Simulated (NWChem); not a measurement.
Total energies of I2 (-1)

```xyz
2

I      0.0000     0.0000     1.6891
I      0.0000     0.0000    -1.6891
```
Charge -1, spin multiplicity 2.

The numbers come from NWChem runs, not from measurements. All single points use one geometry, from UB3LYP/def2-SVP with def2 effective core potentials on I, a minimum by its harmonic frequencies.

Basis set: def2-SVPD (70 functions).

```
method        total energy (Ha)
------------  -----------------
UHF                  -593.41280
UMP2                 -593.66450
UB2PLYP              -594.95788
UPBE                 -595.49310
UB3LYP               -595.71295
ULDA (SVWN5)         -594.69451
```

Total energies of different functionals aren't comparable as a measure of quality: only differences taken within one method are. 

Effective core potentials replace the inner electrons of I; spin-orbit coupling is left out. The correlated methods keep 8 core orbitals frozen. B3LYP has NWChem's definition, with VWN1-RPA local correlation. The structure started from a generated list of species. The unpaired electrons of the parent sit in orbitals of symmetry b1u (D2h labels of the run); other states weren't searched. The anion's geometry comes from a basis without diffuse functions. The stability of the SCF solutions was not checked. Open-shell Hartree-Fock references start from PBE0 orbitals.
